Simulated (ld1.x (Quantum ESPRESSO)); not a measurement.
## Reading a pseudo-wave (terbium (Tb))

Columns: radius, all-electron u(r) and pseudo u(r) of the 4f shell (level -3.03 eV) of terbium in the configuration [Kr] 4d10 4f9 5s2 5p6 5d0 6s2 6p0; PBE, scalar-relativistic, PAW scheme, ld1.x (Quantum ESPRESSO) 7.5.

| r (bohr) | all-electron | pseudo |
| --- | --- | --- |
| 0.140 | 0.1882 | 0.0010 |
| 0.280 | 0.6768 | 0.0143 |
| 0.420 | 0.9874 | 0.0626 |
| 0.560 | 1.0658 | 0.1614 |
| 0.700 | 1.0139 | 0.3021 |
| 0.840 | 0.9128 | 0.4505 |
| 0.980 | 0.8020 | 0.5622 |
| 1.120 | 0.6976 | 0.6071 |
| 1.260 | 0.6046 | 0.5848 |
| 1.400 | 0.5236 | 0.5227 |
| 1.540 | 0.4540 | 0.4540 |
| 1.680 | 0.3945 | 0.3945 |
| 1.820 | 0.3436 | 0.3436 |
| 1.960 | 0.3002 | 0.3002 |
| 2.100 | 0.2632 | 0.2632 |
| 2.240 | 0.2315 | 0.2315 |
| 2.380 | 0.2044 | 0.2044 |
| 2.520 | 0.1811 | 0.1811 |
| 2.660 | 0.1610 | 0.1610 |
| 2.800 | 0.1436 | 0.1436 |
| 2.940 | 0.1285 | 0.1285 |
| 3.080 | 0.1154 | 0.1154 |
| 3.220 | 0.1039 | 0.1039 |
| 3.360 | 0.0939 | 0.0939 |
| 3.500 | 0.0850 | 0.0850 |
| 3.640 | 0.0772 | 0.0772 |

**Question.** How many radial nodes do the two functions have?

**Answer.** The all-electron 4f function has n − l − 1 = 0; the pseudo-wave has 0.

**Question.** At about which radius was the pseudo-wave matched?

**Answer.** 1.55 bohr, where the columns begin to agree (steps of 0.14 bohr).

**Question.** Is the pseudo-wave norm-conserving?

**Answer.** No, it belongs to a PAW set: the norm inside the radius is not constrained, and the difference is carried by the augmentation charge.
